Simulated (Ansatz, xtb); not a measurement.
**Two conformers of CH5GaO2**

Structure I is `[CH3][Ga]([OH])[OH]`, a singlet and structure II is `[CH3][Ga]([OH])[OH]`, a singlet. Both are isolated molecules in the gas phase, relaxed with B3LYP-D3(BJ)/def2-SVP.

I (Å):

```yaml
atoms:
  - { symbol: C, position_ang: [-0.0056, -0.6853, 0.6590] }
  - { symbol: Ga, position_ang: [1.8134, 0.0202, 0.7358] }
  - { symbol: O, position_ang: [2.1358, 1.7646, 0.4480] }
  - { symbol: O, position_ang: [3.2066, -1.0573, 1.0930] }
  - { symbol: H, position_ang: [-0.6566, -0.1180, 1.3408] }
  - { symbol: H, position_ang: [-0.4021, -0.5768, -0.3619] }
  - { symbol: H, position_ang: [-0.0191, -1.7474, 0.9401] }
  - { symbol: H, position_ang: [3.0586, 2.0427, 0.4976] }
  - { symbol: H, position_ang: [4.0764, -0.6392, 1.1098] }
```

II (Å):

```json
{"atom": "C", "x (Å)": "0.7791", "y (Å)": "-0.4726", "z (Å)": "0.6483"}
{"atom": "Ga", "x (Å)": "-0.7154", "y (Å)": "-0.3227", "z (Å)": "-0.6108"}
{"atom": "O", "x (Å)": "-1.7358", "y (Å)": "1.1470", "z (Å)": "-0.6307"}
{"atom": "O", "x (Å)": "-1.2602", "y (Å)": "-1.5262", "z (Å)": "-1.8306"}
{"atom": "H", "x (Å)": "1.3701", "y (Å)": "0.4552", "z (Å)": "0.6224"}
{"atom": "H", "x (Å)": "0.3811", "y (Å)": "-0.5958", "z (Å)": "1.6675"}
{"atom": "H", "x (Å)": "1.4326", "y (Å)": "-1.3257", "z (Å)": "0.4167"}
{"atom": "H", "x (Å)": "-2.4458", "y (Å)": "1.1053", "z (Å)": "-1.2849"}
{"atom": "H", "x (Å)": "-0.7409", "y (Å)": "-2.3390", "z (Å)": "-1.8656"}
```

Question: Which of the two would you expect CCSD(T)/def2-SVP + ΔMP2/def2-TZVPP electronic energies to favour?

Answer: Too close to call at this level: CCSD(T)/def2-SVP + ΔMP2/def2-TZVPP gives E(II) − E(I) = −0.31 kcal/mol.

The same difference at several levels:

| level | geometry | E(II) − E(I) (kcal/mol) | departure from the last row (kcal/mol) | job, with rough time for the two |
| --- | --- | --- | --- | --- |
| B3LYP-D3(BJ)/def2-SVP | B3LYP-D3(BJ)/def2-SVP | −0.61 | −0.30 | optimisation, 92 s |
| HF/def2-SVP | B3LYP-D3(BJ)/def2-SVP | −0.43 | −0.11 | part of the CCSD(T) run |
| MP2/def2-SVP | B3LYP-D3(BJ)/def2-SVP | −0.72 | −0.41 | part of the CCSD(T) run |
| CCSD(T)/def2-SVP | B3LYP-D3(BJ)/def2-SVP | −0.71 | −0.40 | single point |
| CCSD(T)/def2-SVP + ΔMP2/def2-TZVPP | B3LYP-D3(BJ)/def2-SVP | −0.31 |  | single point, 16 s |

The largest departure from CCSD(T)/def2-SVP + ΔMP2/def2-TZVPP is that of MP2/def2-SVP, 0.41 kcal/mol. A small imaginary or near-zero mode remains, so no thermal terms are given. Levels run at GFN2-xTB geometries aren't shown. The last row adds to CCSD(T) the change of the MP2 difference between the two basis sets, here +0.40 kcal/mol.

The correlated steps freeze 12 core orbitals; the filled d shell of Ga is correlated, in a basis made for valence electrons. Programs: Ansatz 0.2.0; the last row on 2 threads of Intel(R) Xeon(R) 6975P-C (Granite Rapids) on a shared host.
